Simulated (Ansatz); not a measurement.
Abridged output of a molecular run in Ansatz:

```
Functional definition: HF
897 factors; integrals over basis functions are off by at most 1.2e-3 eV
mean field evaluation 1: about -7530.6984 eV, gradient 3.6e1 eV
mean field evaluation 2: about -7530.8129 eV, gradient 3.6e1 eV
mean field evaluation 4: about -7533.8089 eV, gradient 3.9e0 eV
mean field evaluation 8: about -7533.8597 eV, gradient 2.2e-1 eV
mean field -7533.86000689 eV, -276.8642486196 hartree, gradient 1.4e-6 eV, S^2 0.000000; 0 other end points of the search recorded, 0 dependent functions left out; unrestricted orbitals would lower it
5 core orbitals not correlated: weight in the atoms' cores, before any rotation towards them, 1.000 or more for the frozen orbitals, at most 0.000 for the correlated occupied ones
reference -7533.86000689 eV, -276.8642486196 hartree; 14, 14 occupied and 71, 71 virtual orbitals, 897 factors
second order -19.32354867 eV of doubles, -0.00000000 eV of singles
cycle   1  -19.70093793 eV  change   -3.8e-1 eV  update   1.1e-1
cycle   2  -20.18003130 eV  change   -4.8e-1 eV  update   3.3e-2
cycle   3  -20.32351890 eV  change   -1.4e-1 eV  update   1.9e-2
cycle   4  -20.32039690 eV  change    3.1e-3 eV  update   5.1e-3
cycle   5  -20.31730310 eV  change    3.1e-3 eV  update   2.5e-3
cycle   6  -20.31816296 eV  change   -8.6e-4 eV  update   7.7e-4
cycle   7  -20.31792114 eV  change    2.4e-4 eV  update   3.0e-4
cycle   8  -20.31781767 eV  change    1.0e-4 eV  update   9.5e-5
cycle   9  -20.31784244 eV  change   -2.5e-5 eV  update   3.5e-5
cycle  10  -20.31785071 eV  change   -8.3e-6 eV  update   1.0e-5
perturbative correction -0.56850841 eV, -0.0208922987 hartree
Total energy: -7554.74636602 eV, -277.6318081602 hartree
```

Its atoms:

```xyz
9

C     0.9902    0.6619   -1.0353
C    -0.0644    0.3436   -0.2981
F    -1.2220    1.0384   -0.4758
B    -0.1349   -0.7722    0.7858
O    -1.2772   -0.9905    1.4646
H     1.9085    0.1082   -0.8920
H     0.9661    1.4543   -1.7743
H     0.8182   -1.4494    1.0314
H    -1.9847   -0.3943    1.1937
```

(1) Which basis set was used?
A. cc-pV(T+d)Z
B. def2-SVPD
C. def2-TZVPP
D. def2-SVP

(2) Write the keys of the input that set method, charge and spin (a neutral closed shell needs none for the last two).

Results:

(1) D. It gives 90 functions.

(2) 
```yaml
correlation: {method: ccsd_t}
```
